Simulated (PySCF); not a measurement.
2-bromopropane: adiabatic energies of losing or gaining an electron at several levels

Structure: `CC(C)Br` (C3H7Br).

All levels share the PBE0-D3(BJ)/def2-SVP structures and the PBE0-D3(BJ)/def2-SVP thermal terms; only the single-point energies (PySCF) change. Values are adiabatic energies of losing or gaining an electron (0 K, eV).

Measured (NIST Chemistry WebBook): adiabatic ionisation energy 10.10 eV.

```csv
level,ionisation energy to the radical cation,time
TPSS/ma-def2-TZVP (grid 3),9.81,4 min
B97-2/def2-TZVPD,9.90,2.2 min
ωB97X-D3(BJ)/ma-def2-TZVP,10.18,–
```

Times are wall times for all single points of a level on 1 thread of Arm Neoverse V1, a shared host; the dash marks the run that also made the structures. TPSS ran on a slower path of this set-up, which computes the density-fitting integrals anew in every SCF cycle while the other levels store them. So the times needn't show the usual order of cost, and those levels read slower than they are.

The spread: 0.38 eV, from 9.81 to 10.18.

Caveats: spin-orbit coupling is left out of the energies, which matters for open shells on the heavier atoms; atoms from Ga to Kr are treated without relativity.

Differences come from unrounded values, so a last digit can differ from that of the printed terms.
